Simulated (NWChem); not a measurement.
Molecule: BI$_{3}$; SMILES IB(I)I

All runs: NWChem. Coordinates come from a PBE0/def2-SVP optimisation. No frequency run checked for a minimum. def2 effective core potentials on I; no spin-orbit coupling. Ions are spin-unrestricted doublets at the neutral geometry; other ion states weren't tried.

For level PBE/def2-SVP:

| Quantity | Result |
|---|---|
| vertical ionisation energy, ΔSCF (eV) | 8.72 |
| −ε(HOMO) (eV) | 6.17 |

Task: How do the values read with level PBE0/def2-SVP instead?

Result: The vertical ionisation energy, ΔSCF (eV) comes out as 9.18 and the −ε(HOMO) (eV) comes out as 7.34.
